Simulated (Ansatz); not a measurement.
Species: [Ga(F)3(NH3)] (charge 0, multiplicity 1).

Q: Give a relaxed geometry from PBE-D3(BJ)/def2-SVP in Ansatz (a first-principles code).

A: the end point of this relaxation.
Z-matrix (Å, degrees):
```
N
H 1 1.0297
H 1 1.0297 2 108.76
H 1 1.0297 2 108.76 3 118.30
Ga 1 2.0773 2 110.17 4 120.83
F 5 1.7731 1 99.78 2 120.05
F 5 1.7731 6 117.18 3 -106.39
F 5 1.7731 6 117.18 3 106.38
```
